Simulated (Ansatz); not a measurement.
Born–Oppenheimer molecular dynamics of ClHOZn (4 atoms, charge 0, multiplicity 1). It goes on from the last frame of an earlier run, with new velocities.

Computed with RKS B3LYP-D4/def2-SVP (Ansatz).

```yaml
ensemble: NVT, Langevin thermostat
time_step: 0.25 fs
steps_asked: 250
set_temperature: 300 K
friction: 0.005 /fs
seed: 641305
```

Frames 1.25 fs apart, positions in Å, forces in eV/Å.

Velocities at 15 fs (Å/ps):

```
Zn 1.24 0.10 0.38
Cl -0.66 -0.81 0.46
O -3.45 -1.09 -0.43
H 5.47 -6.35 6.07
```

```xyz
4
Properties=species:S:1:pos:R:3:forces:R:3 time_fs=15 energy_less_start_eV=0.050 T=48
Zn 0.169 -0.175 0.061 -0.56 0.60 -1.07
Cl -0.134 0.116 2.121 0.18 -0.19 0.27
O -0.331 0.114 -1.662 1.00 0.09 -0.20
H 0.308 0.467 -2.333 -0.62 -0.50 1.00
4
Properties=species:S:1:pos:R:3:forces:R:3 time_fs=16.25 energy_less_start_eV=0.039 T=73
Zn 0.171 -0.175 0.061 -0.60 0.59 -1.09
Cl -0.135 0.115 2.122 0.19 -0.18 0.27
O -0.335 0.113 -1.663 0.79 -0.06 0.14
H 0.312 0.457 -2.317 -0.39 -0.34 0.67
4
Properties=species:S:1:pos:R:3:forces:R:3 time_fs=17.5 energy_less_start_eV=0.031 T=85
Zn 0.171 -0.174 0.061 -0.64 0.58 -1.10
Cl -0.136 0.113 2.122 0.19 -0.18 0.27
O -0.339 0.113 -1.665 0.17 -0.42 0.90
H 0.311 0.441 -2.292 0.28 0.03 -0.07
4
Properties=species:S:1:pos:R:3:forces:R:3 time_fs=18.75 energy_less_start_eV=0.041 T=49
Zn 0.172 -0.173 0.061 -0.68 0.56 -1.07
Cl -0.137 0.112 2.122 0.20 -0.18 0.26
O -0.341 0.111 -1.666 -0.44 -0.74 1.54
H 0.313 0.428 -2.268 0.92 0.36 -0.73
4
Properties=species:S:1:pos:R:3:forces:R:3 time_fs=20 energy_less_start_eV=0.034 T=66
Zn 0.171 -0.172 0.061 -0.70 0.55 -1.02
Cl -0.137 0.110 2.123 0.20 -0.18 0.25
O -0.344 0.109 -1.666 -0.25 -0.64 1.36
H 0.327 0.422 -2.259 0.74 0.27 -0.58
4
Properties=species:S:1:pos:R:3:forces:R:3 time_fs=21.25 energy_less_start_eV=0.023 T=105
Zn 0.171 -0.171 0.059 -0.70 0.53 -0.93
Cl -0.137 0.109 2.123 0.21 -0.18 0.23
O -0.349 0.107 -1.664 0.66 -0.21 0.51
H 0.352 0.420 -2.261 -0.18 -0.14 0.19
4
Properties=species:S:1:pos:R:3:forces:R:3 time_fs=22.5 energy_less_start_eV=0.036 T=67
Zn 0.170 -0.169 0.058 -0.70 0.51 -0.84
Cl -0.138 0.108 2.124 0.22 -0.18 0.22
O -0.354 0.104 -1.663 1.36 0.10 -0.12
H 0.374 0.419 -2.261 -0.88 -0.43 0.73
4
Properties=species:S:1:pos:R:3:forces:R:3 time_fs=23.75 energy_less_start_eV=0.034 T=78
Zn 0.169 -0.167 0.057 -0.70 0.49 -0.75
Cl -0.138 0.107 2.124 0.22 -0.18 0.21
O -0.356 0.101 -1.661 1.42 0.12 -0.18
H 0.382 0.410 -2.252 -0.94 -0.43 0.72
4
Properties=species:S:1:pos:R:3:forces:R:3 time_fs=25 energy_less_start_eV=0.014 T=139
Zn 0.168 -0.165 0.056 -0.72 0.46 -0.66
Cl -0.138 0.106 2.125 0.23 -0.17 0.19
O -0.357 0.098 -1.660 0.73 -0.18 0.40
H 0.374 0.393 -2.229 -0.23 -0.11 0.07
4
Properties=species:S:1:pos:R:3:forces:R:3 time_fs=26.25 energy_less_start_eV=0.022 T=124
Zn 0.167 -0.162 0.055 -0.74 0.44 -0.53
Cl -0.137 0.106 2.126 0.23 -0.17 0.16
O -0.357 0.094 -1.659 -0.33 -0.59 1.19
H 0.362 0.376 -2.203 0.84 0.33 -0.82
4
Properties=species:S:1:pos:R:3:forces:R:3 time_fs=27.5 energy_less_start_eV=0.034 T=108
Zn 0.165 -0.160 0.053 -0.73 0.41 -0.36
Cl -0.136 0.106 2.127 0.24 -0.18 0.12
O -0.357 0.089 -1.656 -0.81 -0.75 1.45
H 0.361 0.366 -2.188 1.30 0.51 -1.20
4
Properties=species:S:1:pos:R:3:forces:R:3 time_fs=28.75 energy_less_start_eV=0.007 T=161
Zn 0.163 -0.158 0.051 -0.70 0.39 -0.16
Cl -0.135 0.106 2.129 0.25 -0.18 0.07
O -0.358 0.084 -1.652 -0.06 -0.42 0.72
H 0.377 0.366 -2.189 0.52 0.22 -0.63
```

Of the whole run (62 fs, mean temperature of the second half 219 K): The mean temperature of the second half is 27 % below the set value. A run of 0.062 ps of so small a system gives no equilibrium averages.

Time of the run: 6.7 min on 1 thread of Intel(R) Xeon(R) Platinum 8488C (Sapphire Rapids), on a shared host, peak memory 0.15 GiB.
